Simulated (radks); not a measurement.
Task: Species: Br V. Configuration: [Ar] 3d10 4s2 4p1. Calculated with a radial shooting solver on a logarithmic mesh with Libxc functionals: Dirac Kohn-Sham, HCTH/407, spin-unpolarised, spherical densities, point nucleus; open shells are shared between the two j in proportion to 2j + 1. Some entries of the table are withheld. Estimate them.

| orbital | occ. | eigenvalue (Ry) | <r> (bohr) |
|---|---|---|---|
| 1s1/2 | 2 | (1) | 0.04277 |
| 2s1/2 | 2 | (2) | (3) |
| 2p1/2 | 2 | -118.9953 | 0.1627 |
| 2p3/2 | 4 | -115.5013 | 0.1665 |
| 3s1/2 | 2 | -21.59032 | 0.5501 |
| 3p1/2 | 2 | -17.19621 | 0.5548 |
| 3p3/2 | 4 | -16.69055 | 0.5651 |
| 3d3/2 | 4 | -9.04276 | 0.5797 |
| 3d5/2 | 6 | -8.96128 | 0.5836 |
| 4s1/2 | 2 | -4.96594 | 1.502 |
| 4p1/2 | 0.333333 | -3.90129 | 1.672 |
| 4p3/2 | 0.666667 | -3.84079 | 1.696 |
| 4d3/2 | 0 | -2.32672 | 2.228 |
| 4d5/2 | 0 | -2.31999 | 2.235 |
| 5s1/2 | 0 | -2.03438 | 3.157 |

Result: 
(1) 1s1/2 eigenvalue (Ry): -982.2305
(2) 2s1/2 eigenvalue (Ry): -131.5627
(3) 2s1/2 <r> (bohr): 0.1893
